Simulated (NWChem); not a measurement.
Molecule: SiHCl$_{2}$, doublet; SMILES Cl[SiH]Cl

Program: NWChem. Pople sets run with spherical d functions. Spin-unrestricted. In the optimisation the excess spin sits in a' (Cs, its own frame). No stability test was run on the SCF state. Each level has its own optimisation; frequencies are unscaled.

For level B3LYP/6-31G*:

| Item | Value |
|---|---|
| r H–Si (Å) | 1.492 |
| highest harmonic frequency (cm⁻¹) | 2197 |
| lowest (cm⁻¹) | 175 |
| zero-point energy (kcal/mol) | 6.9 |

Problem. What are these values for level UHF/STO-3G?

Solution. 
* **r H–Si (Å)**: 1.434
* **highest harmonic frequency (cm⁻¹)**: 2821
* **lowest (cm⁻¹)**: 199
* **zero-point energy (kcal/mol)**: 8.6
